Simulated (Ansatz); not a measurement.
One change: `F[CH]([AlH2])[SiH2][SiH3]` becomes `C[CH](F)[AlH2]`.

Ansatz, PBE0-D4/def2-TZVP geometries, multiplicity 1. Each molecule was computed in one conformer, which needn't be the lowest.

| property | `F[CH]([AlH2])[SiH2][SiH3]` |
| --- | --- |
| LUMO energy (B3LYP/def2-TZVPP) / eV | -1.96 |
| HOMO energy (PBE/def2-TZVPP) / eV | -6.35 |
| LUMO energy (ωB97M-V/def2-TZVPP) / eV | -0.16 |
| HOMO energy (B3LYP/def2-TZVPP) / eV | -7.47 |
| HOMO–LUMO gap (B3LYP/def2-TZVPP) / eV | 5.50 |
| HOMO–LUMO gap (PBE/def2-TZVPP) / eV | 3.84 |

Q: What does the change do to each property? (Best estimate.)

A: Ansatz gave: 
| property | `C[CH](F)[AlH2]` | shift |
| --- | --- | --- |
| LUMO energy (B3LYP/def2-TZVPP) / eV | -1.85 | 0.11 |
| HOMO energy (PBE/def2-TZVPP) / eV | -6.10 | 0.25 |
| LUMO energy (ωB97M-V/def2-TZVPP) / eV | -0.04 | 0.12 |
| HOMO energy (B3LYP/def2-TZVPP) / eV | -7.29 | 0.18 |
| HOMO–LUMO gap (B3LYP/def2-TZVPP) / eV | 5.44 | -0.06 |
| HOMO–LUMO gap (PBE/def2-TZVPP) / eV | 3.72 | -0.12 |

With PBE0 the HOMO rises by 0.21 eV and the LUMO rises by 0.14 eV, so the gap narrows by about 0.07 eV. PBE moves the HOMO by 0.25 eV and ωB97M-V by 0.14 eV.

B3LYP here is the variant with VWN-RPA as its local correlation; programs differ in this.
